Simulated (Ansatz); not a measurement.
Frontier orbitals of `NC(F)([SiH3])S`.

Total charge 0; spin multiplicity 1. Geometry: relaxed with PBE0-D4/def2-TZVP. It is one conformer, not always the lowest. Basis def2-TZVPP, the Gaussian-basis code of Ansatz.

Orbital energies of one run (eV). Highest occupied ones, from the top: -6.37, -7.31, -7.95, -8.86, -9.00, -9.53, -9.86, -11.27, -12.04, -13.26, -13.57, -14.47, -16.71, -20.22. Empty: -0.89, -0.05, 0.32, 0.46, 0.68, 1.03.

Task: Which functional gave them?
A. CAM-B3LYP
B. LC-ωPBE
C. B97M-V
D. ωB97X-V

Result: C. HOMO energies: B97M-V -6.37, LC-ωPBE -9.91, CAM-B3LYP -8.54, ωB97X-V -9.56 eV.

LC-ωPBE has ω = 0.4 bohr⁻¹.
